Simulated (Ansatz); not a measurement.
C3H6OSSi can be A, `C=C1O[Si]1(C)S`, or B, `C=C=C(S)O[SiH3]`.

Gas-phase electronic energies from Ansatz, PBE0-D4/def2-TZVP geometries. CCSD(T)/CBS is the MP2 limit (def2-TZVPP, def2-QZVPP) plus CCSD(T) − MP2 in def2-TZVPP, frozen cores. Functionals use def2-TZVPP. B3LYP here is the variant with VWN-RPA as its local correlation; programs differ in this. One conformer a species, not always the lowest.

Problem. Which isomer does CCSD(T)/CBS put lower? Give the gap. (Best estimate.)

Solution. Computed: A, by 40.3 kcal/mol.

Problem. Give E(B) − E(A) in kcal/mol with PBE0-D4, B3LYP-D4, B2PLYP, CCSD(T)/def2-TZVPP, CCSD/def2-TZVPP, HF/def2-TZVPP, B3LYP. (An estimate is asked.)

Solution. The calculation gave: PBE0-D4 42.5, B3LYP-D4 36.4, B2PLYP 38.5, CCSD(T)/def2-TZVPP 39.1, CCSD/def2-TZVPP 38.6, HF/def2-TZVPP 32.2, B3LYP 36.5. None reverses the order clearly.

Largest T1 diagnostic: 0.014.

In def2-TZVPP, CCSD(T) changes the Hartree–Fock value by +7.0 kcal/mol (the triples alone add +0.6 kcal/mol) and MP2 by +9.9 kcal/mol.
